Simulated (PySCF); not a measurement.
## Ne²⁺ (neon, charge +2) across methods

[He] 2s1 2p4 3s1, high-spin 5P determinant (an excited configuration). Calculation: PySCF 2.14, in x2c-TZVPPall with one added diffuse shell each of s, p, d type (6s4p3d1f, 40 functions); the spin-free X2C one-electron Hamiltonian (Gaussian nucleus).

```json
{"method": "UHF", "E (hartree)": "-124.30147", "mean ε 2p α (eV)": "-85.655", "mean ε 2p β (eV)": "-72.459", "mean ε 3s α (eV)": "-24.563", "Σ⟨r²⟩ (bohr²)": "10.98", "⟨S²⟩": "6.001"}
{"method": "LDA", "E (hartree)": "-123.8084", "mean ε 2p α (eV)": "-70.948", "mean ε 2p β (eV)": "-62.916", "mean ε 3s α (eV)": "-21.480", "Σ⟨r²⟩ (bohr²)": "10.83", "⟨S²⟩": "6.001"}
{"method": "PBE", "E (hartree)": "-124.4795", "mean ε 2p α (eV)": "-70.946", "mean ε 2p β (eV)": "-63.354", "mean ε 3s α (eV)": "-21.379", "Σ⟨r²⟩ (bohr²)": "10.83", "⟨S²⟩": "6.001"}
{"method": "wB97X-V", "E (hartree)": "-124.5243", "mean ε 2p α (eV)": "-76.813", "mean ε 2p β (eV)": "-68.825", "mean ε 3s α (eV)": "-24.306", "Σ⟨r²⟩ (bohr²)": "10.90", "⟨S²⟩": "6.001"}
{"method": "PBE0", "E (hartree)": "-124.4830", "mean ε 2p α (eV)": "-74.803", "mean ε 2p β (eV)": "-66.031", "mean ε 3s α (eV)": "-22.274", "Σ⟨r²⟩ (bohr²)": "10.85", "⟨S²⟩": "6.001"}
{"method": "BP86", "E (hartree)": "-124.5744", "mean ε 2p α (eV)": "-71.007", "mean ε 2p β (eV)": "-63.782", "mean ε 3s α (eV)": "-21.530", "Σ⟨r²⟩ (bohr²)": "10.83", "⟨S²⟩": "6.001"}
{"method": "r2SCANh", "E (hartree)": "-124.5423", "mean ε 2p α (eV)": "-73.918", "mean ε 2p β (eV)": "-65.124", "mean ε 3s α (eV)": "-21.841", "Σ⟨r²⟩ (bohr²)": "10.93", "⟨S²⟩": "6.001"}
{"method": "HSE06", "E (hartree)": "-124.4943", "mean ε 2p α (eV)": "-74.342", "mean ε 2p β (eV)": "-65.654", "mean ε 3s α (eV)": "-21.915", "Σ⟨r²⟩ (bohr²)": "10.83", "⟨S²⟩": "6.001"}
```

(1) Estimate the same row for r2SCAN.

The outer electron is Rydberg-like, and this basis confines it to a smaller radius and binds it less than a complete one would.

Results:

(1) E (hartree) = -124.5457; mean ε 2p α (eV) = -72.556; mean ε 2p β (eV) = -64.145; mean ε 3s α (eV) = -21.502; Σ⟨r²⟩ (bohr²) = 10.94; ⟨S²⟩ = 6.001.
